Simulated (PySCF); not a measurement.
Ti(Cl)(OH)(Me)2 (C₂H₇ClOTi), SMILES [CH3][Ti]([CH3])([OH])[Cl], multiplicity 1. Atoms are numbered in the order given.

```xyz
12

Ti    -0.2544    -0.0980     0.0000
Cl     1.9445     0.0624     0.0000
O     -0.9537    -1.7010     0.0000
H     -0.8336    -2.6539     0.0000
C     -1.0109     0.9037    -1.6135
H     -2.1124     0.9012    -1.5640
H     -0.6349     1.9405    -1.5925
H     -0.6856     0.4135    -2.5462
C     -1.0109     0.9037     1.6135
H     -0.6856     0.4135     2.5462
H     -0.6349     1.9405     1.5925
H     -2.1124     0.9012     1.5640
```

Geometry: PBE0-D3(BJ)/def2-SVP. The spin state was assumed, not searched. Other conformers were not sampled.

All values below come from PySCF with B3LYP/def2-TZVP.

Symmetry labels are those of the subgroup Cs that the program uses (full group Cs).

### Question
List the valence orbital energies around the gap with their symmetry. (Estimate from the structure and the level; the computed values follow.)

### Answer

```csv
orbital,symmetry,energy (eV)
HOMO−7,A",-10.78
HOMO−6,A',-10.09
HOMO−5,A",-9.81
HOMO−4,A',-9.76
HOMO−3,A",-8.91
HOMO−2,A',-8.87
HOMO−1,A',-7.77
HOMO,A",-7.69
LUMO,A',-2.15
LUMO+1,A",-1.98
LUMO+2,A',-1.21
LUMO+3,A',-1.07
```
